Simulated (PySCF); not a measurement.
C₇H₁₀, SMILES C#C/C=C\C(C)C, singlet (GFN2-xTB optimised geometry):

```
17

C      2.029     0.808    -0.023
C      1.183    -0.046    -0.018
C      0.306    -1.150     0.000
C     -1.026    -1.150     0.000
C     -1.992    -0.002     0.000
C     -2.742     0.005     1.339
C     -1.371     1.365    -0.264
H      2.726     1.592    -0.031
H      0.826    -2.103     0.016
H     -1.517    -2.116     0.028
H     -2.726    -0.206    -0.793
H     -3.227    -0.952     1.517
H     -2.047     0.197     2.154
H     -3.502     0.783     1.342
H     -0.809     1.360    -1.194
H     -0.700     1.645     0.543
H     -2.156     2.116    -0.338
```

Method: PySCF 2.14.0 with PBE0/def2-SVP.

Question: What are the frontier orbital energies and the dipole moment?

Answer: HOMO-2 -9.34 eV, HOMO-1 -7.67 eV, HOMO -6.76 eV, LUMO -0.55 eV, LUMO+1 1.20 eV; dipole moment 0.85 D.

On the same geometry PBE/def2-SVP run with PySCF 2.14.0 gives HOMO-2 -7.93 eV, HOMO-1 -6.38 eV, HOMO -5.68 eV, LUMO -1.46 eV, LUMO+1 0.20 eV; dipole moment 0.83 D.

Meta-Löwdin charges at PBE0/def2-SVP: C1 -0.20, C2 -0.02, C3 -0.14, C4 -0.07, C5 -0.05, C6 -0.29, C7 -0.30, H8 0.16, H9 0.13, H10 0.10, H11 0.10, H12 0.10, H13 0.10, H14 0.10, H15 0.11, H16 0.11, H17 0.10.
